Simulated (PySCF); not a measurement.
CH2O, SMILES C=O.

Geometry: PBE0-D3(BJ)/def2-TZVPD.

Level of theory: TDA-CAM-B3LYP/def2-TZVPD run with PySCF 2.14.0.

Vertical excitations.  State labels are in the subgroup C2v.

Computed lowest excited states:
| state | symmetry | energy (eV) | λ (nm) | f | main pairs |
|---|---|---|---|---|---|
| S1 | A2 | 4.03 | 308 | 0.000 | HOMO→LUMO 98 % |
| S2 | B2 | 7.10 | 175 | 0.025 | HOMO→LUMO+1 96 % |
| S3 | B2 | 8.29 | 149 | 0.064 | HOMO→LUMO+3 90 % |
| S4 | A1 | 8.33 | 149 | 0.085 | HOMO→LUMO+2 98 % |
| S5 | A2 | 8.76 | 141 | 0.000 | HOMO→LUMO+4 98 % |
| S6 | B1 | 9.30 | 133 | 0.000 | HOMO−2→LUMO 97 % |
| S7 | B2 | 9.54 | 130 | 0.017 | HOMO→LUMO+5 88 % |
| S8 | A1 | 9.80 | 126 | 0.048 | HOMO−1→LUMO 53 %, HOMO→LUMO+6 40 % |
| S9 | B2 | 10.02 | 124 | 0.030 | HOMO→LUMO+7 97 % |
| S10 | A2 | 10.30 | 120 | 0.000 | HOMO−3→LUMO 97 % |
| T1 | A2 | 3.34 | 371 | 0 | HOMO→LUMO 98 % |
| T2 | A1 | 5.99 | 207 | 0 | HOMO−1→LUMO 96 % |
| T3 | B2 | 6.91 | 179 | 0 | HOMO→LUMO+1 94 % |
| T4 | B2 | 8.00 | 155 | 0 | HOMO→LUMO+3 88 % |
Triplets are in the Tamm–Dancoff approximation.
